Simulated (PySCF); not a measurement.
H₃S, SMILES [SH3+], charge +1.

The structure is a stationary point at B3LYP-D3(BJ)/def2-TZVPD. The isomer is the one that the SMILES or the coordinates give; other isomers of the formula were not compared.

These are B3LYP/def2-TZVPD in PySCF values and carry that method's errors.

Symmetry labels are those of the subgroup Cs that the program uses (full group C3v).

Computed valence orbital energies around the gap with their symmetry:
```
orbital  symmetry  energy (eV)
-------  --------  -----------
HOMO−7         A'      -225.83
HOMO−6         A'      -170.34
HOMO−5         A"      -170.34
HOMO−4         A'      -170.22
HOMO−3         A'       -29.84
HOMO−2         A"       -20.61
HOMO−1         A'       -20.61
HOMO           A'       -17.94
LUMO           A"        -7.44
LUMO+1         A'        -7.44
LUMO+2         A'        -6.48
LUMO+3         A'        -3.79
```
